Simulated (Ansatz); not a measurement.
A CCSD(T) single point on BH$_{7}$N$_{2}$Si, SMILES `NB[SiH2]N`.

```yaml
crystal:
  periodic: [false, false, false]
  atoms:
    - {symbol: N, position_ang: [-0.533645, 1.758052, 1.082996]}
    - {symbol: B, position_ang: [0.015826, 1.132202, -0.026964]}
    - {symbol: Si, position_ang: [0.561278, -0.812458, 0.064211]}
    - {symbol: N, position_ang: [-0.097520, -1.864376, -1.150709]}
    - {symbol: H, position_ang: [-0.816927, 2.724803, 1.094844]}
    - {symbol: H, position_ang: [-0.679603, 1.290267, 1.963212]}
    - {symbol: H, position_ang: [0.136362, 1.793836, -1.023225]}
    - {symbol: H, position_ang: [2.043566, -0.936909, -0.062741]}
    - {symbol: H, position_ang: [0.174558, -1.363342, 1.403248]}
    - {symbol: H, position_ang: [-1.097680, -1.895231, -1.275080]}
    - {symbol: H, position_ang: [0.359284, -1.883745, -2.049291]}
basis:
  gaussian: {orbitals: def2-SVP}
correlation: {method: ccsd_t}
```

```sh
$ ansatz run in.yaml --threads 2 --pin off --events-out ev --progress --plain --max-ram 4352MiB
```

The program prints (abridged):

```
Functional definition: HF
957 factors; integrals over basis functions are off by at most 1.3e-3 eV
mean field evaluation 1: about -11600.6919 eV, gradient 3.8e1 eV
mean field evaluation 2: about -11600.7477 eV, gradient 3.8e1 eV
mean field evaluation 4: about -11604.2179 eV, gradient 3.3e0 eV
mean field evaluation 8: about -11604.2595 eV, gradient 1.1e-1 eV
mean field evaluation 16: about -11604.1984 eV, gradient 4.9e-1 eV
mean field -11604.25961985 eV, -426.4486753798 hartree, gradient 3.5e-6 eV, S^2 0.000000; 0 other end points of the search recorded, 0 dependent functions left out
8 core orbitals not correlated: weight in the atoms' cores, before any rotation towards them, 1.000 or more for the frozen orbitals, at most 0.000 for the correlated occupied ones
reference -11604.25961985 eV, -426.4486753798 hartree; 12, 12 occupied and 75, 75 virtual orbitals, 957 factors
second order -14.38301818 eV of doubles, -0.00000000 eV of singles
cycle   1  -15.28665223 eV  change   -9.0e-1 eV  update   8.9e-2
cycle   2  -15.72257669 eV  change   -4.4e-1 eV  update   2.8e-2
cycle   3  -15.80554300 eV  change   -8.3e-2 eV  update   1.4e-2
cycle   4  -15.80030989 eV  change    5.2e-3 eV  update   4.6e-3
cycle   5  -15.79932754 eV  change    9.8e-4 eV  update   1.9e-3
cycle   6  -15.79940264 eV  change   -7.5e-5 eV  update   6.6e-4
cycle   7  -15.79914413 eV  change    2.6e-4 eV  update   2.2e-4
cycle   8  -15.79912285 eV  change    2.1e-5 eV  update   7.8e-5
cycle   9  -15.79913626 eV  change   -1.3e-5 eV  update   3.0e-5
perturbative correction -0.42366637 eV, -0.0155694519 hartree
Total energy: -11620.48242248 eV, -427.0448523804 hartree
```

Hardware: 2 threads of an Arm Neoverse V2 on a shared host. Wall time 3.4 s, peak host memory 0.41 GiB.

Correlation energy per correlated electron: -0.676 eV. T1 diagnostic: 0.0136.
